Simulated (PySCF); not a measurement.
A calculated (PBE0, PySCF 2.14, aug-cc-pVQZ-DK, scalar relativity by spin-free X2C-1e) atom or ion has these occupied shells.

```csv
shell,electrons,orbital energy (eV),"rms radius, mean of both spins (bohr)"
1s,2,-2149.1,0.120
2s,2,-220.88,0.563
2p,6,-169.23,0.540
3s,2,-46.960,1.79
```

(1) Name the element and its charge.

Results:

(1) P³⁺ (phosphorus, charge +3), in [Ne] 3s2, closed-shell 1S.
